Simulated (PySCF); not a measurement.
Molecular orbitals of PSe

r²SCAN at R = 2.044 Å; PySCF, no relativity, basis sets P def2-SVP, Se def2-SVP. State: ²Π (doublet), unpaired electrons π ↑. Only the outer orbitals are listed, counted within each symmetry.

```tsv
spin	orbital	occ.	ε (eV)	on P (%)	main shells (%)
α	10σ	1	-19.36	32	64 Se s, 26 P s
α	11σ	1	-13.85	60	60 P s, 29 Se s, 10 Se p
α	12σ	1	-8.54	53	44 Se p, 41 P p, 11 P s
α	5π	1	-8.09	43	56 Se p, 42 P p
α	5π	1	-8.07	38	61 Se p, 38 P p
α	6π	1	-4.78	57	56 P p, 42 Se p
α	6π	0	-4.50	61	61 P p, 38 Se p
α	13σ	0	0.20	58	52 P p, 39 Se p
α	14σ	0	4.94	63	50 P s, 24 Se s, 13 Se d
β	10σ	1	-19.11	29	66 Se s, 22 P s
β	11σ	1	-13.15	59	58 P s, 27 Se s, 13 Se p
β	12σ	1	-8.19	56	41 Se p, 41 P p, 14 P s
β	5π	1	-7.96	34	65 Se p, 33 P p
β	5π	1	-7.29	30	69 Se p, 29 P p
β	6π	0	-4.19	65	65 P p, 34 Se p
β	6π	0	-3.25	69	69 P p, 30 Se p
β	13σ	0	0.60	58	51 P p, 38 Se p
```

Problem. Which are the highest filled and the lowest empty level, where do they sit, and how wide is the gap?

Solution. Highest filled α 6π at -4.78 eV (in %: 56 P p, 42 Se p); lowest empty α 6π at -4.50 eV (in %: 61 P p, 38 Se p); the gap at r²SCAN is 0.28 eV. Both belong to one degenerate shell, split only by its one-sided filling, so this is no excitation gap.

| Property | Result |
| --- | --- |
| bond order (Mayer) | 2.30 |
| ⟨S²⟩ | 0.755 |
| charge on P (Mulliken, basis-dependent) | 0.09 |
| charge on P (Löwdin, basis-dependent) | 0.07 |
| dipole moment (positive dipole means P(−)Se(+)) | -0.18 D |

Spin–orbit coupling is left out. The state is the lowest determinant that a PBE0 search found; another state may lie lower at other levels.
